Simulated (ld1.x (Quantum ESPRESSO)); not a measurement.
## lanthanum (La): excitation energies, all-electron against TM

```json
{
  "Element": "lanthanum (La)",
  "Generator": "ld1.x (Quantum ESPRESSO) 7.5",
  "Type": "norm-conserving Troullier–Martins (Kleinman–Bylander form)",
  "Functional": "PBEsol",
  "Relativity": "scalar-relativistic",
  "Frozen core": "[Kr] 4d10",
  "Valence charge": "11",
  "Reference configuration": "4f0 5s2 5p6 5d1 6s2 6p0",
  "Partial waves": "5p (bound): rc 2.35 bohr; 5d (bound): rc 3.75 bohr; 4f (bound, empty): rc 1.20 bohr; 5s (bound): rc 1.45 bohr",
  "Local potential": "the s channel",
  "Core correction": "none"
}
```

Occupied shells without a wave of their own: 6s. They enter only through the test configuration that unscreens the potential.

Energies are relative to the spin-unpolarised reference configuration 4f0 5s2 5p6 5d1 6s2 6p0; without spin polarisation the order of configurations can differ from experiment.

```
  valence configuration  charge  ΔE all-electron (eV)  error AE − PS (meV)
4f0 5s2 5p6 5d1 6s1 6p0      +1                 5.999                  -63
4f0 5s2 5p6 5d0 6s0 6p0      +3                35.754                 -223
4f0 5s2 5p6 5d2 6s1 6p0       0                 0.809                  -40
4f1 5s2 5p6 5d1 6s0 6p0      +1                 6.895                 +356
4f0 5s2 5p6 5d0 6s2 6p1       0                 2.327                  +33
4f0 5s2 5p6 5d1 6s1 6p1       0                 2.408                  -32
```

(1) What are ΔE and the potential's error for 4f0 5s2 5p6 5d1 6s0 6p0?

Levels in the configuration 4f0 5s2 5p6 5d1 6s0 6p0:

```json
{"level": "5s", "all-electron (eV)": "-51.555", "pseudo (eV)": "-51.658"}
{"level": "5p", "all-electron (eV)": "-34.924", "pseudo (eV)": "-35.019"}
{"level": "5d", "all-electron (eV)": "-14.661", "pseudo (eV)": "-14.723"}
```

Results:

(1) ΔE = 16.847 eV all-electron; the error (AE − PS) is -169 meV.

ld1.x printed “convergence not achieved” for 7 of the counted tests; their residual had stalled under 1e-8, short of the target of 1e-14. The 6s level has no wave, so the channel is fitted at the deeper level alone: the likely source of the large errors.
